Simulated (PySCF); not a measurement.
Isomers of C6H9NOSi, one GFN2-xTB conformer each. Single-point energies are computed at PBE0/pcSseg-1 (PySCF, gas phase, no added dispersion term), electronic only.

Task: Rank them by PBE0/pcSseg-1 energy, lowest first (kJ/mol).
A. `[CH:1]#[C:2][C:3](=[CH2:4])[SiH2:5][NH:6][C:7]([CH3:8])=[O:9]` with C2–C3–Si5–N6 6°, C3–Si5–N6–C7 180°, Si5–N6–C7–C8 -179°
B. `[N:1]#[C:2][CH2:3][C@H:4]1[CH2:5][SiH2:6][CH:7]=[CH:8][O:9]1` with C2–C3–C4–C5 67°, C3–C4–C5–Si6 -176°, C4–C5–Si6–C7 -38°, C5–Si6–C7–C8 6°, C7–C8–O9–C4 14°
C. `[CH3:1][CH2:2]/[CH:3]=[CH:4]/[Si@@H:5]([C:6]#[N:7])[CH:8]=[O:9]` with C1–C2–C3–C4 126°, C3–C4–Si5–C6 48°, C4–Si5–C8–O9 19°
D. `[CH2:1]=[C:2]1[CH2:3][O:4][C@@H:5]([C:6]#[N:7])[CH2:8][SiH2:9]1` with C1–C2–C3–O4 -128°, C2–C3–O4–C5 -68°, C3–O4–C5–C6 -53°, O4–C5–C8–Si9 -56°
E. `[CH3:1][C:2](=[O:3])/[C:4](=[CH:5]\[C:6]#[N:7])[CH2:8][SiH3:9]` with C1–C2–C4–C5 -34°, C2–C4–C8–Si9 -78°
F. `[CH3:1][O:2][Si@@H:3]1[CH2:4][CH:5]=[C:6]([C:7]#[N:8])[CH2:9]1` with C1–O2–Si3–C4 -179°

Result: F (0.0), B (102.9), E (133.6), A (141.0), C (144.6), D (162.6).

As drawn, the lowest has an Si–O bond, which the highest lacks. Neighbours under 10 kJ/mol apart (CC(=O)/C(=C\C#N)C[SiH3] and C#CC(=C)[SiH2]NC(C)=O; C#CC(=C)[SiH2]NC(C)=O and CC/C=C/[Si@@H](C#N)C=O) can change places with a better method, another conformer or zero-point energy. GFN2-xTB itself gives, in the same order: 0.0, 106.5, 131.9, 109.9, 287.5, 158.5. Both levels put the same isomer lowest; measured from each level's own lowest isomer, the values differ by up to 142.9 kJ/mol (CC/C=C/[Si@@H](C#N)C=O: 287.5 against 144.6).

Task: Which frontier levels, dipoles and rotational constants go with these structures?

Result: 
```
                   SMILES  HOMO (eV, PBE0/pcSseg-1)  LUMO (eV)  dipole (D)       A, B, C (MHz)
    CO[Si@@H]1CC=C(C#N)C1                     -7.55      -1.01        5.18  3309, 745.9, 653.9
   N#CC[C@H]1C[SiH2]C=CO1                     -7.18      -0.09        3.32  2680, 889.3, 704.7
  CC(=O)/C(=C\C#N)C[SiH3]                     -7.91      -2.56        3.43  2014, 904.6, 732.8
    C#CC(=C)[SiH2]NC(C)=O                     -7.36      -1.33        3.15  2521, 822.0, 627.7
   CC/C=C/[Si@@H](C#N)C=O                     -7.42      -2.01        3.06  1702, 723.4, 557.4
C=C1CO[C@@H](C#N)C[SiH2]1                     -7.92      -0.58        3.13   2158, 1170, 998.0
```
